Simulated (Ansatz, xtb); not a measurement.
**Two structures of FGeH4Si2+**

Structure I: a singlet given by its coordinates. Structure II: a singlet given by its coordinates. Both are isolated ions in the gas phase, relaxed with B3LYP-D3(BJ)/def2-SVP.

I (Å):

```csv
atom,x (Å),y (Å),z (Å)
F,-1.9758,1.9040,-1.0952
Ge,0.8213,3.7456,-0.3776
Si,-0.9650,2.0764,0.1452
Si,1.3731,1.2908,-0.6888
H,-1.4726,1.4924,1.4092
H,1.3931,0.7459,-2.0679
H,-0.0175,0.6225,-0.1797
H,2.2503,0.6722,0.3369
```

Close contacts (Å): F1–Si3 1.61, Ge2–Si3 2.50, Ge2–Si4 2.54, Si3–Si4 2.60, Si3–H5 1.48, Si3–H7 1.77, Si4–H6 1.48, Si4–H7 1.62, Si4–H8 1.48.

II (Å):

```xyz
8

F    -0.4807    3.2325   -0.4145
Ge   -0.4000    2.5462   -2.3653
Si    0.5113    0.5714   -1.0397
Si    0.1114    2.0277    0.7644
H     1.9461    0.2913   -1.3118
H     1.2453    2.7178    1.4167
H    -1.0584    1.8060    1.6418
H    -0.3698   -0.6254   -1.0852
```

Close contacts (Å): F1–Ge2 2.07, F1–Si4 1.79, Ge2–Si3 2.55, Si3–Si4 2.35, Si3–H5 1.49, Si3–H8 1.49, Si4–H6 1.48, Si4–H7 1.48.

Question: Estimate which is lower in electronic energy at CCSD(T)/def2-SVP + ΔMP2/def2-TZVPP, and by roughly how much.

Answer: The CCSD(T)/def2-SVP + ΔMP2/def2-TZVPP calculation puts structure II lower, by 23.2 kJ/mol.

Level by level:

| level | geometry | E(II) − E(I) (kJ/mol) | departure from the last row (kJ/mol) | job, with rough time for the two |
| --- | --- | --- | --- | --- |
| B3LYP-D3(BJ)/def2-SVP | B3LYP-D3(BJ)/def2-SVP | −53.1 | −29.9 | optimisation, 78 s |
| HF/def2-SVP | B3LYP-D3(BJ)/def2-SVP | −82.8 | −59.6 | part of the CCSD(T) run |
| MP2/def2-SVP | B3LYP-D3(BJ)/def2-SVP | −55.8 | −32.6 | part of the CCSD(T) run |
| CCSD(T)/def2-SVP | B3LYP-D3(BJ)/def2-SVP | −58.5 | −35.4 | single point |
| CCSD(T)/def2-SVP + ΔMP2/def2-TZVPP | B3LYP-D3(BJ)/def2-SVP | −23.2 |  | single point, 17 s |

None of the levels shown reverses the order. The largest departure from CCSD(T)/def2-SVP + ΔMP2/def2-TZVPP is that of HF/def2-SVP, 59.6 kJ/mol. Levels run at GFN2-xTB geometries aren't shown. The last row adds to CCSD(T) the change of the MP2 difference between the two basis sets, here +35.4 kJ/mol, a large step that makes the value less sure.

With harmonic frequencies from B3LYP-D3(BJ)/def2-SVP (ideal gas, rigid rotor, one conformer each, 400 K, 1 atm): the zero-point term adds +1.5 kJ/mol; ΔH is −22.3 and ΔG −18.8 kJ/mol.

The correlated steps freeze 20 core orbitals; the filled d shell of Ge is correlated, in a basis made for valence electrons. Mirror images aren't counted in ΔG. Run with Ansatz 0.2.0; the last row on 2 threads of Intel(R) Xeon(R) 6975P-C (Granite Rapids) on a shared host.
